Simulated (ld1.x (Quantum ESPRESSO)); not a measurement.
# Configuration tests for Si (TM)

```
Element                 : silicon (Si)
Generator               : ld1.x (Quantum ESPRESSO) 7.5
Type                    : norm-conserving Troullier–Martins (Kleinman–Bylander form)
Functional              : PBEsol
Relativity              : non-relativistic
Frozen core             : [Ne]
Valence charge          : 4
Reference configuration : 3s2 3p1 (charge +1)
Partial waves           : 3s (bound): rc 1.30 bohr; 3p (bound): rc 1.55 bohr; 3d channel at 0.25 Ry: rc 1.35 bohr
Local potential         : all-electron potential smoothed inside 1.00 bohr (lloc = -1)
Core correction         : none
```

Energies are relative to the spin-unpolarised reference configuration 3s2 3p1; without spin polarisation the order of configurations can differ from experiment. The frozen-core shift is the all-electron ΔE with the core orbitals held at their reference shape minus the fully relaxed ΔE.

Problem. Give the all-electron excitation energy and the error of the potential for: 3s2 3p2; 3s2 3p0; 3s1 3p0; 3s1 3p3; 3s1 3p2; 3s2 3p1.5; 3s0 3p4.

Solution.

```json
{"valence configuration": "3s2 3p2", "charge": "0", "ΔE all-electron (eV)": "-7.724", "error AE − PS (meV)": "+11", "frozen-core shift (meV)": "+0.9"}
{"valence configuration": "3s2 3p0", "charge": "+2", "ΔE all-electron (eV)": "15.976", "error AE − PS (meV)": "+137", "frozen-core shift (meV)": "+5.3"}
{"valence configuration": "3s1 3p0", "charge": "+3", "ΔE all-electron (eV)": "49.805", "error AE − PS (meV)": "+917", "frozen-core shift (meV)": "+50"}
{"valence configuration": "3s1 3p3", "charge": "0", "ΔE all-electron (eV)": "-0.986", "error AE − PS (meV)": "+2.9", "frozen-core shift (meV)": "+0.2"}
{"valence configuration": "3s1 3p2", "charge": "+1", "ΔE all-electron (eV)": "7.347", "error AE − PS (meV)": "+4.7", "frozen-core shift (meV)": "+1.0"}
{"valence configuration": "3s2 3p1.5", "charge": "+0.5", "ΔE all-electron (eV)": "-4.810", "error AE − PS (meV)": "+4.3", "frozen-core shift (meV)": "+0.4"}
{"valence configuration": "3s0 3p4", "charge": "0", "ΔE all-electron (eV)": "5.898", "error AE − PS (meV)": "+17", "frozen-core shift (meV)": "+1.5"}
```

Levels in the configuration 3s0 3p4:

| level | all-electron (eV) | pseudo (eV) |
| --- | --- | --- |
| 3p | -5.171 | -5.168 |

ld1.x printed “convergence not achieved” for 4 of the counted tests; their residual had stalled under 1e-8, short of the target of 1e-14.

Note: ghost state, extra bound levels that the all-electron valence spectrum of the same l lacks: s at -10.4 eV. A true bound ghost makes a file unfit for plane-wave use.
